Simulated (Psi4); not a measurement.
Job for Psi4: SAPT0/aug-cc-pVDZ on CH8GeS (a complex), monomers drawn apart or pushed together.

```
memory 1800 MB

molecule dimer {
0 1
Ge   -0.00003256    0.13432416    0.16204605
H    -1.52394075    0.28526054    0.22581372
H     0.41839493   -1.23619423    0.71575661
H     0.68099087    1.24488269    0.97313318
H     0.45958978    0.23235918   -1.30488836
--
0 1
C     0.99099672   -0.46241714    5.47726359
S    -0.82000580   -0.39003859    5.29426722
H     1.46101580   -0.86164291    4.58085242
H     1.32195067    0.56496256    5.61872708
H     1.27628767   -1.04805354    6.34847364
H    -1.02115726   -1.70458887    5.10828283
units angstrom
symmetry c1
no_reorient
no_com
}

set {
  basis aug-cc-pVDZ
  scf_type df
  freeze_core true
}

energy('sapt0')
```

Program output:

```
[...]
==> Input File <==

--------------------------------------------------------------------------
memory 1800 MB

molecule dimer {
0 1
Ge   -0.00003256    0.13432416    0.16204605
H    -1.52394075    0.28526054    0.22581372
H     0.41839493   -1.23619423    0.71575661
H     0.68099087    1.24488269    0.97313318
H     0.45958978    0.23235918   -1.30488836
--
0 1
C     0.99099672   -0.46241714    5.47726359
S    -0.82000580   -0.39003859    5.29426722
H     1.46101580   -0.86164291    4.58085242
H     1.32195067    0.56496256    5.61872708
H     1.27628767   -1.04805354    6.34847364
H    -1.02115726   -1.70458887    5.10828283
units angstrom
symmetry c1
no_reorient
no_com
}

set {
  basis aug-cc-pVDZ
  scf_type df
  freeze_core true
}

energy('sapt0')
--------------------------------------------------------------------------


   => Loading Basis Set <=

    Name: AUG-CC-PVDZ
    Role: ORBITAL
    Keyword: BASIS
    atoms 1         entry GE         line  2999 file aug-cc-pvdz.gbs
    atoms 2-5, 8-11 entry H          line    40 file aug-cc-pvdz.gbs
    atoms 6         entry C          line   182 file aug-cc-pvdz.gbs
    atoms 7         entry S          line   702 file aug-cc-pvdz.gbs

   => Loading Basis Set <=

    Name: AUG-CC-PVDZ
    Role: ORBITAL
    Keyword: BASIS
    atoms 1         entry GE         line  2999 file aug-cc-pvdz.gbs
    atoms 2-5, 8-11 entry H          line    40 file aug-cc-pvdz.gbs
    atoms 6         entry C          line   182 file aug-cc-pvdz.gbs
    atoms 7         entry S          line   702 file aug-cc-pvdz.gbs


  //>>>>>>>>>>>>>>>>>>>>>>>>>>>>>>>>>>>//
  //              Dimer HF             //
  //<<<<<<<<<<<<<<<<<<<<<<<<<<<<<<<<<<<//

   => Libint2 <=

    Primary   basis highest AM E, G, H:  7, 6, 3
    Auxiliary basis highest AM E, G, H:  7, 7, 4
    Onebody   basis highest AM E, G, H:  -, -, -
    Solid Harmonics ordering:            Gaussian


   => Loading Basis Set <=

    Name: AUG-CC-PVDZ
    Role: ORBITAL
    Keyword: BASIS
    atoms 1         entry GE         line  2999 file aug-cc-pvdz.gbs
    atoms 2-5, 8-11 entry H          line    40 file aug-cc-pvdz.gbs
    atoms 6         entry C          line   182 file aug-cc-pvdz.gbs
    atoms 7         entry S          line   702 file aug-cc-pvdz.gbs


         ---------------------------------------------------------
                                   SCF
               by Justin Turney, Rob Parrish, Andy Simmonett
                          and Daniel G. A. Smith
                              RHF Reference
                        1 Threads,   1716 MiB Core
         ---------------------------------------------------------

  ==> Geometry <==

    Molecular point group: c1
    Full point group: C1

    Geometry (in Angstrom), charge = 0, multiplicity = 1:

       Center              X                  Y                   Z               Mass
    ------------   -----------------  -----------------  -----------------  -----------------
         GE          -0.000032560000     0.134324160000     0.162046050000    73.921177761000
         H           -1.523940750000     0.285260540000     0.225813720000     1.007825032230
         H            0.418394930000    -1.236194230000     0.715756610000     1.007825032230
         H            0.680990870000     1.244882690000     0.973133180000     1.007825032230
         H            0.459589780000     0.232359180000    -1.304888360000     1.007825032230
         C            0.990996720000    -0.462417140000     5.477263590000    12.000000000000
         S           -0.820005800000    -0.390038590000     5.294267220000    31.972071174400
         H            1.461015800000    -0.861642910000     4.580852420000     1.007825032230
         H            1.321950670000     0.564962560000     5.618727080000     1.007825032230
         H            1.276287670000    -1.048053540000     6.348473640000     1.007825032230
         H           -1.021157260000    -1.704588870000     5.108282830000     1.007825032230

  Running in c1 symmetry.

  Rotational constants: A =      0.34515  B =      0.01204  C =      0.01176 [cm^-1]
  Rotational constants: A =  10347.36933  B =    360.80203  C =    352.60414 [MHz]
  Nuclear repulsion =  194.752568079045432

  Charge       = 0
  Multiplicity = 1
  Electrons    = 62
  Nalpha       = 31
  Nbeta        = 31

  ==> Algorithm <==

  SCF Algorithm Type is DF.
  DIIS enabled.
  MOM disabled.
  Fractional occupation disabled.
  Guess Type is SAD.
  Energy threshold   = 1.00e-08
  Density threshold  = 1.00e-08
  Integral threshold = 1.00e-12

  ==> Primary Basis <==

  Basis Set: AUG-CC-PVDZ
    Blend: AUG-CC-PVDZ
    Number of shells: 74
    Number of basis functions: 158
    Number of Cartesian functions: 165
    Spherical Harmonics?: true
    Max angular momentum: 2

   => Loading Basis Set <=

    Name: (AUG-CC-PVDZ AUX)
    Role: JKFIT
    Keyword: DF_BASIS_SCF
    atoms 1         entry GE         line  1047 file aug-cc-pvdz-jkfit.gbs
    atoms 2-
[...]
     33.138407
     155A    109.434475   156A    109.443585   157A    109.450906
     158A    580.972749

    Final Occupation by Irrep:
              A
    DOCC [    13 ]
    NA   [    13 ]
    NB   [    13 ]

  @DF-RHF Final Energy:  -437.73032350739425

   => Energetics <=

    Nuclear Repulsion Energy =             56.2475410853367634
    One-Electron Energy =                -714.8599821012173834
    Two-Electron Energy =                 220.8821175084864592
    Total Energy =                       -437.7303235073942460

Computation Completed


Properties will be evaluated at   0.000000,   0.000000,   0.000000 [a0]

Properties computed using the SCF density matrix


 Multipole Moments:

 ------------------------------------------------------------------------------------
     Multipole            Electronic (a.u.)      Nuclear  (a.u.)        Total (a.u.)
 ------------------------------------------------------------------------------------

 L = 1.  Multiply by 2.5417464519 to convert [e a0] to [Debye]
 Dipole X            :          8.4039915           -7.8159367            0.5880548
 Dipole Y            :         22.4665640          -22.7984932           -0.3319292
 Dipole Z            :       -263.0822490          263.1031538            0.0209047
 Magnitude           :                                                    0.6755905

 ------------------------------------------------------------------------------------

  Constructing Basis Sets for SAPT...

   => Loading Basis Set <=

    Name: (AUG-CC-PVDZ AUX)
    Role: RIFIT
    Keyword: DF_BASIS_SAPT
    atoms 1         entry GE         line   760 file aug-cc-pvdz-ri.gbs
    atoms 2-5, 8-11 entry H          line    30 file aug-cc-pvdz-ri.gbs
    atoms 6         entry C          line   112 file aug-cc-pvdz-ri.gbs
    atoms 7         entry S          line   516 file aug-cc-pvdz-ri.gbs

   => Loading Basis Set <=

    Name: (AUG-CC-PVDZ AUX)
    Role: JKFIT
    Keyword: DF_BASIS_ELST
    atoms 1         entry GE         line  1047 file aug-cc-pvdz-jkfit.gbs
    atoms 2-5, 8-11 entry H          line    70 file aug-cc-pvdz-jkfit.gbs
    atoms 6         entry C          line   154 file aug-cc-pvdz-jkfit.gbs
    atoms 7         entry S          line   690 file aug-cc-pvdz-jkfit.gbs


  //>>>>>>>>>>>>>>>>>>>>>>>>>>>>>>>>>>>//
  //               SAPT0               //
  //<<<<<<<<<<<<<<<<<<<<<<<<<<<<<<<<<<<//



        SAPT0
    Ed Hohenstein
     6 June 2009

      Orbital Information
  --------------------------
    NSO        =       158
    NMO        =       158
    NRI        =       478
    NRI (Elst) =       664
    NOCC A     =        18
    NOCC B     =        13
    FOCC A     =         9
    FOCC B     =         6
    NVIR A     =       140
    NVIR B     =       145

    Elst10,r            =    -0.000265769592 [Eh]
    Exch10              =     0.000071801928 [Eh]
    Exch10 (S^2)        =     0.000071793596 [Eh]

    Maxiter = 50
    CPHF R converge = 1.000000E-08

    Iter     Energy [mEh]          dE [mEh]         Residual      Time [s]
       1      -0.02378706       0.023787056     6.936338e-04             0
       2      -0.02775146       0.003964404     1.391312e-04             1
       3      -0.02810999       0.000358535     3.253437e-05             1
       4      -0.02806234      -0.000047656     7.106322e-06             1
       5      -0.02804670      -0.000015643     9.260609e-07             1
       6      -0.02804967       0.000002979     1.496473e-07             1
       7      -0.02804942      -0.000000257     2.689952e-08             1
       8      -0.02804944       0.000000025     3.216523e-09             1

    CHF Iterations converged

    Maxiter = 50
    CPHF R converge = 1.000000E-08

    Iter     Energy [mEh]          dE [mEh]         Residual      Time [s]
       1      -0.03159141       0.031591409     5.408313e-04             0
       2      -0.03695399       0.005362584     1.211361e-04             0
       3      -0.03695290      -0.000001095     4.047040e-05             0
       4      -0.03684451      -0.000108387     9.134177e-06             0
       5      -0.03685666       0.000012153     3.315229e-06             1
       6      -0.03686228       0.000005618     6.948143e-07             1
       7      -0.03686079      -0.000001491     2.302754e-07             1
       8      -0.03686094       0.000000146     7.906075e-08             1
       9      -0.03686104       0.000000101     2.300136e-08             1
      10      -0.03686101      -0.000000034     5.356264e-09             1

    CHF Iterations converged

    Ind20,r (A<-B)      =    -0.000028049442 [Eh]
    Ind20,r (B<-A)      =    -0.000036861005 [Eh]
    Ind20,r             =    -0.000064910447 [Eh]
    Exch-Ind20,r (A<-B) =     0.000002920310 [Eh]
    Exch-Ind20,r (B<-A) =     0.000033467573 [Eh]
    Exch-Ind20,r        =     0.000036387883 [Eh]
    Disp20              =    -0.000627558480 [Eh]
    Disp20 (SS)         =    -0.000313779240 [Eh]
    Disp20 (OS)         =    -0.000313779240 [Eh]
    Exch-Disp20         =     0.000012219509 [Eh]
    Exch-Disp20 (SS)    =     0.000008653006 [Eh]
    Exch-Disp20 (OS)    =     0.000003566503 [Eh]

    SAPT Results
  --------------------------------------------------------------------------------------------------------
    Electrostatics                 -0.26576959 [mEh]      -0.16677294 [kcal/mol]      -0.69777797 [kJ/mol]
      Elst10,r                     -0.26576959 [mEh]      -0.16677294 [kcal/mol]      -0.69777797 [kJ/mol]

    Exchange                        0.07180193 [mEh]       0.04505639 [kcal/mol]       0.18851594 [kJ/mol]
      Exch10                        0.07180193 [mEh]       0.04505639 [kcal/mol]       0.18851594 [kJ/mol]
      Exch10(S^2)                   0.07179360 [mEh]       0.04505116 [kcal/mol]       0.18849406 [kJ/mol]

    Induction                      -0.03455742 [mEh]      -0.02168511 [kcal/mol]      -0.09073049 [kJ/mol]
      Ind20,r                      -0.06491045 [mEh]      -0.04073192 [kcal/mol]      -0.17042236 [kJ/mol]
      Exch-Ind20,r                  0.03638788 [mEh]       0.02283374 [kcal/mol]       0.09553637 [kJ/mol]
      delta HF,r (2)               -0.00603486 [mEh]      -0.00378693 [kcal/mol]      -0.01584451 [kJ/mol]

    Dispersion                     -0.61533897 [mEh]      -0.38613103 [kcal/mol]      -1.61557225 [kJ/mol]
      Disp20                       -0.62755848 [mEh]      -0.39379889 [kcal/mol]      -1.64765456 [kJ/mol]
      Exch-Disp20                   0.01221951 [mEh]       0.00766786 [kcal/mol]       0.03208232 [kJ/mol]
      Disp20 (SS)                  -0.31377924 [mEh]      -0.19689945 [kcal/mol]      -0.82382728 [kJ/mol]
      Disp20 (OS)                  -0.31377924 [mEh]      -0.19689945 [kcal/mol]      -0.82382728 [kJ/mol]
      Exch-Disp20 (SS)              0.00865301 [mEh]       0.00542984 [kcal/mol]       0.02271846 [kJ/mol]
      Exch-Disp20 (OS)              0.00356650 [mEh]       0.00223801 [kcal/mol]       0.00936385 [kJ/mol]

  Total HF                         -0.22852508 [mEh]      -0.14340166 [kcal/mol]      -0.59999253 [kJ/mol]
  Total SAPT0                      -0.84386406 [mEh]      -0.52953269 [kcal/mol]      -2.21556477 [kJ/mol]

  Special recipe for scaled SAPT0 (see Manual):
    Electrostatics sSAPT0          -0.26576959 [mEh]      -0.16677294 [kcal/mol]      -0.69777797 [kJ/mol]
    Exchange sSAPT0                 0.07180193 [mEh]       0.04505639 [kcal/mol]       0.18851594 [kJ/mol]
    Induction sSAPT0               -0.03454475 [mEh]      -0.02167716 [kcal/mol]      -0.09069723 [kJ/mol]
    Dispersion sSAPT0              -0.61533472 [mEh]      -0.38612836 [kcal/mol]      -1.61556107 [kJ/mol]
  Total sSAPT0                     -0.84384713 [mEh]      -0.52952207 [kcal/mol]      -2.21552033 [kJ/mol]
  --------------------------------------------------------------------------------------------------------



*** Psi4 exiting successfully. Buy a developer a beer!
```

The run finished.

Cost: around 40 core-seconds (rough).
